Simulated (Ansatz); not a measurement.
Computed with Ansatz on PBE0-D4/def2-TZVP structures; ΔE is electronic, products minus reactants. CBS: MP2 limit from def2 TZ/QZ plus the TZ coupled-cluster correction, frozen cores. DFT in def2-TZVPP. Elements past krypton have def2 core potentials. For In outer-core shells are correlated without core-valence functions, which leaves a few kJ/mol of doubt a bond. Each species was taken in one conformer, which may not be the lowest.

Reaction (redistribution): `C[O][InH][Cl]` + `O=C=NBCl` → `O=C=[N][InH][Cl]` + `COBCl`

| level | ΔE (kcal/mol) |
| --- | --- |
| r2SCAN-D4 | -16.2 |
| CAM-B3LYP | -17.9 |

(1) What does CCSD(T)/CBS give? (An estimate is asked.)

(2) What do rigid-rotor, harmonic-oscillator terms from PBE0-D4/def2-TZVP frequencies (298.15 K, 1 bar) make of the CCSD(T)/CBS value? (Estimate.)

Largest T1 diagnostic among the species: 0.016.

Answers

(1) Ansatz gave: -18.1 kcal/mol. The listed levels differ from it by 1.9, 0.2 kcal/mol.

(2) Computed: ΔZPE = +0.5 kcal/mol, ΔH = -17.6 kcal/mol, ΔS = -7 J/(mol·K), ΔG = -17.1 kcal/mol. Modes under 50 cm⁻¹ make the entropy rough.

From BLYP to BHLYP (50 % exact exchange), in def2-TZVPP and without D4, ΔE moves by −4.4 kcal/mol. Leaving LDA and LC-ωPBE aside and taking each functional with its dispersion term where it has one, the values, not all of them listed here, spread over 4.6 kcal/mol, from PBE-QIDH to BLYP-D4.
